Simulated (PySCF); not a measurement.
**Partial charges of `O=C([O-])c1nc(Cl)c(O)o1`**

Species: C4HClNO4 (charge -1).
Z-matrix (Å and degrees, GFN2-xTB geometry), rows numbered from 1:
```
O 
C   1  1.2232
O   2  1.2292  1  132.39
C   2  1.5908  1  115.26  3  -179.83
N   4  1.2976  2  130.79  1    -6.39
C   5  1.3628  4  105.71  2  -179.73
Cl  6  1.7032  5  123.30  4  -179.93
C   6  1.3623  5  108.94  4    -0.00
O   8  1.3519  6  133.18  5  -179.94
O   8  1.3422  6  107.47  5     0.05
H   9  0.9654  8  106.51  6  -179.59
```

Density: PBE0/pcSseg-1 (PySCF); schemes: Mulliken, IAO, Hirshfeld and ESP-fitted. One conformer (not necessarily the lowest) at the GFN2-xTB geometry, without solvent, vibrations or thermal averaging. GFN2-xTB frequencies show an imaginary mode (24i cm⁻¹), so this geometry is no minimum at that level. The pcSseg-1 basis has no diffuse functions, a weakness for an anion.

Do the Mulliken, IAO, Hirshfeld and ESP-fitted schemes agree on where the charge is highest?

The schemes don't all agree: Mulliken C2 (+0.459); IAO C2 (+0.506); Hirshfeld H11 (+0.182); ESP-fitted C2 (+0.665).

At which atom do the 4 schemes differ most?

At C2: from +0.095 (Hirshfeld) to +0.665 e (ESP-fitted), 0.570 e apart.

Tabulate the Mulliken, IAO, Hirshfeld and ESP-fitted charges.

In e:

| atom | environment | Mulliken | IAO | Hirshfeld | ESP-fitted |
| --- | --- | --- | --- | --- | --- |
| O1 | carboxylate oxygen | -0.528 | -0.609 | -0.411 | -0.698 |
| C2 | carboxylate carbon | +0.459 | +0.506 | +0.095 | +0.665 |
| O3 | carboxylate oxygen | -0.556 | -0.635 | -0.430 | -0.713 |
| C4 | substituted aromatic carbon | +0.262 | +0.204 | +0.089 | +0.431 |
| N5 | pyridine-type nitrogen | -0.386 | -0.315 | -0.221 | -0.567 |
| C6 | aromatic C–Cl carbon | -0.001 | -0.055 | -0.030 | +0.127 |
| Cl7 | aryl chlorine | -0.146 | -0.039 | -0.086 | -0.132 |
| C8 | aromatic carbon bearing oxygen | +0.446 | +0.303 | +0.094 | +0.398 |
| O9 | phenol-type oxygen | -0.398 | -0.477 | -0.200 | -0.624 |
| O10 | furan-type oxygen | -0.390 | -0.257 | -0.081 | -0.366 |
| H11 | phenol-type hydroxyl hydrogen | +0.240 | +0.374 | +0.182 | +0.478 |

Mean size of the charges over all atoms: ESP-fitted 0.473 e, Mulliken 0.346 e, IAO 0.343 e, Hirshfeld 0.174 e. Each set sums to the total charge, -1, to within 0.001 e. The Hirshfeld scheme divides the density at each point in proportion to the densities of the neutral, spherically averaged free atoms.

Sum the charges by element, for elements with more than one atom.

```json
{"element": "O", "atoms": "4", "Mulliken": "-1.872", "IAO": "-1.978", "Hirshfeld": "-1.123", "ESP-fitted": "-2.400"}
{"element": "C", "atoms": "4", "Mulliken": "+1.165", "IAO": "+0.959", "Hirshfeld": "+0.247", "ESP-fitted": "+1.621"}
```

How closely do the schemes follow one another over all atoms?

Correlation coefficient and root-mean-square difference: IAO with ESP-fitted 0.98, 0.150 e; Mulliken with ESP-fitted 0.98, 0.161 e; Mulliken with IAO 0.97, 0.095 e; IAO with Hirshfeld 0.95, 0.205 e; Hirshfeld with ESP-fitted 0.93, 0.329 e; Mulliken with Hirshfeld 0.91, 0.210 e.

How many electrons does the ESP-fitted scheme count on O1?

Z − q = 8 − (-0.698) = 8.698.
